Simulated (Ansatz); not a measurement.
`[SiH3]N[SiH2][SeH]` + H₂S → `[SiH3]N[SiH2]S` + H₂Se  (ligand exchange at the Si–Se bond)

Calculated with Ansatz (gas phase, PBE0-D4/def2-TZVP geometries, no zero-point term in ΔE). CCSD(T)/CBS is the MP2 limit (def2-TZVPP, def2-QZVPP) plus CCSD(T) − MP2 in def2-TZVPP, frozen cores. This one scheme is used for every species. DFT in def2-TZVPP. B3LYP here is the variant with VWN-RPA as its local correlation; programs differ in this. For Se outer-core shells are correlated without core-valence functions, which leaves a few kJ/mol of doubt a bond. Scalar relativity is left out up to krypton. Each species was taken in one conformer, which may not be the lowest.

Task: Is it downhill or uphill in electronic energy at CCSD(T)/CBS, and by how much? (Best estimate.)

Result: Computed: Uphill: ΔE = +0.04 eV.

Task: What do these levels give: PBE-D4, PBE0-D4, B3LYP-D4, ωB97X-V, ωB97M-V, r2SCAN, B3LYP, HF/def2-TZVPP, CCSD/def2-TZVPP, MP2/def2-QZVPP, SCS-MP2/def2-QZVPP, CCSD/CBS(def2)? (Estimate.)

Result: The calculation gave: PBE-D4 0.02, PBE0-D4 0.02, B3LYP-D4 0.02, ωB97X-V 0.01, ωB97M-V 0.01, r2SCAN 0.01, B3LYP -0.01, HF/def2-TZVPP 0.00, CCSD/def2-TZVPP 0.02, MP2/def2-QZVPP 0.05, SCS-MP2/def2-QZVPP 0.03, CCSD/CBS(def2) 0.04 eV.

Largest T1 diagnostic among the species: 0.011.

The D4 term adds +0.03 eV with B3LYP and +0.02 eV with PBE0; it sums over pairs of atoms, weighted by their polarisabilities, and B3LYP, whose exchange is more repulsive, gets the larger term.
